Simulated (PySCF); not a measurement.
Computed with PBE-D3(BJ)/def2-TZVP // r2SCAN-D4/def2-SVP run with PySCF 2.14.0. Gas-phase values, no solvent. One relaxed conformer stands for a flexible species; it need not be the lowest. 

Reference species: [Mo(Cl)5(OH)] (neutral, multiplicity 1).

The coordination number is 6 and the HOMO comes out as -7.58 eV. The charge on the central atom (Mulliken) is 0.83 e.

After one change: the coordination number stays essentially unchanged; the HOMO rises by 0.89 eV; the charge on the central atom (Mulliken) rises by 0.42 e.

Task: Name the change that produced these shifts. The new species is one of these.
(A) [Mo(OH)6]
(B) [Mo(Cl)(OH)5]
(C) [Mo(Cl)4(OH)2]
(D) [Mo(Cl)6]

Result: B, [Mo(Cl)(OH)5]
